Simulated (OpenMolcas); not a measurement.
Computed levels of 4s2 4p in ions with 31 electrons, in cm-1 above 2P* 1/2.

```yaml
Program: OpenMolcas
Method: MS-RASPT2, IPEA 0.25 Eh, imaginary shift 0.1 Eh
Basis: ANO-RCC-VQZP
Scalar_Hamiltonian: DKH2, point nucleus
Spin-orbit_coupling: state interaction with AMFI integrals over the reference wave functions, term energies averaged over their components
```

Active space for each ion: 3 electrons in 9 orbitals (RAS2 4s 4p; RAS3 4d, at most 2 electrons); closed shells correlated by CASPT2: 3d.

```tsv
Level	Se3+	Kr5+
2P* 3/2	3830	7200
```

Q: Estimate 2P* 3/2 for Br4+ from its neighbours Se3+ and Kr5+.

A: 2P* 3/2 is fine structure, which grows about as the fourth power of a screened charge, so the fourth roots are averaged: ((3830^0.25 + 7200^0.25) / 2)^4 = 5317. The calculation gives 5370, so the estimate is off by -1.0 %; the measured value is 6090 (Moore, Atomic Energy Levels, vol. II, NSRDS-NBS 35 (1971 reprint of NBS Circular 467, 1952)).

Active for correlation alone: 4d; no level in the range computed is led by a configuration that fills it, so any true level of that kind is missing. Measured partners are found by configuration, term and J. A level has none where our copy of the source lacks it or the pairing is in doubt (some pairs that miss far off the trend of their configuration count as doubtful), and it then counts in no deviation. Only configurations of the active space appear.

* marks odd parity.
